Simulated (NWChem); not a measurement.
Molecule: Si₂H₄ClF; SMILES Cl[Si@H]([SiH3])F

```xyz
8

F      1.8408     0.3037     0.3987
Si     0.4516     0.1362    -0.4257
Si    -0.5195    -1.9216     0.1154
Cl    -0.8309     1.6354     0.1785
H      0.7622     0.3499    -1.8641
H      0.3893    -3.0428    -0.2703
H     -0.7763    -1.9594     1.5851
H     -1.8095    -2.0480    -0.6268
```
Atoms are numbered in this order, from 1.

All runs: NWChem. Pople sets run with spherical d functions. Geometry: optimised at PBE0/def2-SVP. B3LYP is NWChem's, with the RPA form of VWN correlation. Vzz is the largest principal value of the second derivative of the potential at the nucleus (NWChem prints the opposite sign); η is the asymmetry. Non-relativistic.

```tsv
level	Vzz Cl4 (a.u.)	η Cl4
CAM-B3LYP/6-31G*	1.970	0.12
CAM-B3LYP/def2-SVP	1.970	0.13
B3LYP/cc-pVTZ	1.924	0.13
B3LYP/def2-TZVP	(withheld)	0.13
```

**Question.** Complete the blanks.

**Answer.** 
- B3LYP/def2-TZVP, Vzz Cl4 (a.u.): 2.054
